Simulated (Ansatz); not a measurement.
The inner images of a band of BClFH + H2S (7 atoms, charge 0, multiplicity 1) are given out of order.

The calculation used RKS B3LYP/def2-SVP in Ansatz.

Image 0:

```xyz
7
Properties=species:S:1:pos:R:3
B 0.014 -0.357 -0.126
F -0.160 -0.856 1.082
Cl 1.607 -0.506 -0.867
H -0.916 0.073 -0.748
S 0.367 2.530 1.202
H 1.698 2.290 1.203
H 0.192 1.865 2.366
```

Image 6:

```xyz
7
Properties=species:S:1:pos:R:3
B 0.280 0.630 -0.325
F -0.308 -0.430 2.312
Cl 1.683 -0.310 -0.789
H -0.816 0.296 -0.668
S 0.397 2.175 0.604
H 1.741 2.190 0.784
H -0.174 0.486 2.194
```

Q: Put them in order from the first end to the last, with their energies above the first end.
A.
```xyz
7
Properties=species:S:1:pos:R:3
B 0.149 0.337 0.062
F -0.097 -0.281 1.535
Cl 1.647 -0.354 -0.627
H -0.876 0.233 -0.551
S 0.310 2.157 0.843
H 1.653 2.133 1.026
H 0.017 0.814 1.824
```
B.
```xyz
7
Properties=species:S:1:pos:R:3
B 0.065 -0.074 0.046
F -0.121 -0.591 1.269
Cl 1.656 -0.355 -0.702
H -0.882 0.226 -0.621
S 0.314 2.303 1.036
H 1.657 2.155 1.087
H 0.115 1.374 1.998
```
C.
```xyz
7
Properties=species:S:1:pos:R:3
B 0.034 -0.239 -0.046
F -0.147 -0.719 1.176
Cl 1.637 -0.421 -0.771
H -0.896 0.149 -0.691
S 0.342 2.454 1.149
H 1.673 2.220 1.118
H 0.160 1.595 2.177
```
D.
```xyz
7
Properties=species:S:1:pos:R:3
B 0.105 0.145 0.100
F -0.116 -0.436 1.365
Cl 1.670 -0.333 -0.644
H -0.865 0.259 -0.594
S 0.298 2.162 0.952
H 1.646 2.120 1.079
H 0.065 1.121 1.854
```
E.
```xyz
7
Properties=species:S:1:pos:R:3
B 0.222 0.546 -0.152
F -0.168 -0.346 1.887
Cl 1.644 -0.362 -0.639
H -0.864 0.249 -0.554
S 0.358 2.197 0.652
H 1.686 2.164 0.914
H -0.076 0.589 2.005
```

A: C (+0.02 eV), B (+0.17 eV), D (+0.65 eV), A (+1.32 eV), E (+0.98 eV).

The run took 6.1 min on 1 thread of Arm Neoverse V1, with other jobs on the host, peak memory 0.15 GiB.
